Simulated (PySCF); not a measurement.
2-chlorosilylpropan-2-ol (C₃H₉ClOSi), SMILES CC(C)(O)[SiH2]Cl. Atoms are numbered in the order given.

```xyz
15

C     -0.3265     1.9834     1.3163
C     -0.5484     0.6659     0.5739
C     -1.3155    -0.3476     1.4312
O     -1.2870     0.9929    -0.6158
Si     1.1354    -0.0411    -0.0263
Cl     0.6127    -1.5790    -1.3654
H     -1.3097     2.4209     1.5916
H      0.2000     2.7188     0.6758
H      0.2582     1.8323     2.2459
H     -0.7847    -0.5693     2.3798
H     -1.4540    -1.3059     0.8888
H     -2.3192     0.0603     1.6742
H     -1.3674     0.1652    -1.1325
H      1.9955    -0.6474     1.0491
H      1.9077     0.9896    -0.7948
```

Coordinates come from a PBE-D3(BJ)/def2-SVP optimisation. The values are those of a single conformer.

Computed with B3LYP/pcSseg-1 in PySCF.

GIAO shieldings, no solvent; atoms listed in one row are averaged. δ = σ(ref) − σ: ¹³C against TMS (σ = 181.3 ppm); ¹⁷O against H2O (σ = 333.8 ppm); ²⁹Si against TMS (σ = 338.7 ppm); ³⁵Cl against HCl (σ = 933.3 ppm); ¹H against TMS (σ = 31.68 ppm), references at their B3LYP-D3(BJ)/def2-TZVP geometries, non-relativistic (without spin–orbit terms, shifts of atoms bonded to Cl or Br come out too high).

Computed chemical shifts:
| nucleus | atoms | count | δ (ppm) |
|---|---|---|---|
| ¹³C | C2 | 1 | 69.5 |
| ¹³C | C3 | 1 | 31.6 |
| ¹³C | C1 | 1 | 28.8 |
| ¹⁷O | O4 | 1 | 83.4 |
| ²⁹Si | Si5 | 1 | 4.0 |
| ³⁵Cl | Cl6 | 1 | -65.9 |
| ¹H | H14 | 1 | 5.41 |
| ¹H | H15 | 1 | 5.21 |
| ¹H | H13 | 1 | 2.10 |
| ¹H | H7, H8, H9, H10, H11, H12 | 6 | 1.81 |
